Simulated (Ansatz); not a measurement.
Relaxation of ClFH$_{2}$O$_{2}$Ti (7 atoms, charge 0, multiplicity 1), to a largest force component of 0.02 eV/Å in at most 40 steps.

These are results of Ansatz 0.2.0, RKS PBE-D4/def2-SVP, not measurements.

```xyz
7
Properties=species:S:1:pos:R:3
Ti 0.000 0.000 0.000
F 0.000 0.000 1.830
O 1.811 0.000 -0.639
H 2.127 -0.952 -0.756
O -0.904 1.567 -0.639
H -1.862 1.336 -0.862
Cl -1.116 -1.934 -0.789
```

Task: Where does it end, and by what steps?

Result: The run converged. After 8 steps the energy has fallen by 0.793 eV; H6 moved furthest, 0.45 Å.

```csv
step,energy less start (eV),largest force component (eV/Å),accepted
0,0.0000,2.617,yes
1,-0.6167,1.189,yes
2,-0.7028,0.774,yes
3,-0.7421,0.497,yes
4,-0.7671,0.177,yes
5,-0.7780,0.712,yes
6,-0.7915,0.053,yes
7,-0.7924,0.060,yes
8,-0.7925,0.009,yes
```

```xyz
7
Properties=species:S:1:pos:R:3
Ti -0.063 -0.117 -0.127
F -0.057 -0.059 1.629
O 1.601 -0.121 -0.759
H 2.349 -0.695 -0.513
O -0.886 1.312 -0.799
H -1.764 1.673 -0.579
Cl -1.126 -1.976 -0.707
```

Run time: 22 s on 2 threads of Arm Neoverse V2 (shared host), peak memory 0.14 GiB.
